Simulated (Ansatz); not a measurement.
Frontier orbitals of C4H13BSi, SMILES `BC[Si](C)(C)C`.

Charge 0, multiplicity 1. All single points use the PBE0-D4/def2-TZVP geometry. It is one conformer, not always the lowest. Basis def2-TZVPP, the Gaussian-basis code of Ansatz.

Orbital energies of one run (eV). Highest occupied ones, from the top: -10.62, -10.91, -10.93, -11.35, -12.37, -13.31, -13.45, -13.63, -14.07, -14.12, -14.40, -14.76, -15.63, -16.35. Empty: 1.15, 2.65, 3.54, 3.64, 3.80, 4.15.

Problem. Which functional gave them?
A. revPBE
B. LDA (SPW92)
C. ωB97X-V
D. BLYP

Solution. C. HOMO energies: ωB97X-V -10.62, BLYP -6.91, revPBE -6.97, LDA (SPW92) -7.15 eV.
